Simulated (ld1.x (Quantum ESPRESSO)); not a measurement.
What one change does to a pseudopotential (Al (Z = 13), ultrasoft)

Al, ultrasoft, made with ld1.x (Quantum ESPRESSO) 7.5 (Wu–Cohen, non-relativistic). Core [Ne], reference 3s1.5 3p1.5. Waves: 3s (bound): rcut 1.80, rcutus 2.40 bohr; 3s channel at 0.4 Ry: rcut 1.80, rcutus 2.40 bohr; 3p (bound): rcut 1.65, rcutus 2.25 bohr; 3p channel at 1.6 Ry: rcut 1.65, rcutus 2.25 bohr. Local part: all-electron potential smoothed inside 2.00 bohr (lloc = -1). Core correction: a·sin(br)/r model core, default radius (core density twice the valence density). Augmentation charge: PSQ, inside the norm-conserving radii.

All-electron outer shells of the reference configuration (Wu–Cohen, non-relativistic, ld1.x):

| shell | level (eV) | outermost node (bohr) | outermost maximum (bohr) |
| --- | --- | --- | --- |
| 2p | -70.61 | – | 0.43 |
| 3s | -8.11 | 0.80 | 2.09 |
| 3p | -3.02 | 0.82 | 2.61 |

Change: local potential all-electron potential smoothed inside 1.12 bohr (lloc = -1).

Cutoffs: the cutoffs (Ry, on a coarse ladder) from which the occupation-weighted sum of valence levels, in a spherical-Bessel basis at the reference potential, stays within 10 and 1 mRy of its value at 400 Ry; they do not see the model core or the augmentation charge, which bear on the density cutoff. Errors are all-electron minus pseudo energies relative to the spin-unpolarised reference configuration.

Task: What does the change do?

Result: Both files are so soft that the ladder of cutoffs tells neither apart; the errors of the 7 common tests hardly move; the range in which the s phases agree narrows (upper end 3.0 → 1.6); neither file shows a bound ghost.

| quantity | base | changed |
| --- | --- | --- |
| cutoff, loose | 6 Ry | 6 Ry |
| cutoff, tight | 8 Ry | 8 Ry |
| bound ghosts | none | none |
| error for 3s2 3p1, meV [ΔE -2.53 eV] | -0.5 | -0.4 |
| error for 3s2 3p0, meV [ΔE 3.22 eV] | +0.5 | +0.7 |
| error for 3s1 3p0, meV [ΔE 22.38 eV] | -3.9 | -3.7 |
| error for 3s2 3p1.3, meV [ΔE -3.09 eV] | -0.4 | -0.4 |
| error for 3s1 3p1, meV [ΔE 8.98 eV] | -1.2 | -1.1 |
| error for 3s2 3p0.5, meV [ΔE -0.45 eV] | -0.2 | -0.1 |
| error for 3s0 3p3, meV [ΔE 7.82 eV] | -4.3 | -4.3 |
| s: phases at 2.60 bohr within 0.05 rad from the reference energy up to (Ry; the scan ends near 5) | 3.0 | 1.6 |
| p: phases at 2.60 bohr within 0.05 rad from the reference energy up to (Ry; the scan ends near 5) | 4.0 | 4.0 |
| lowest overlap eigenvalue by channel | s 0.44, p 0.78 | s 0.26, p 0.69 |
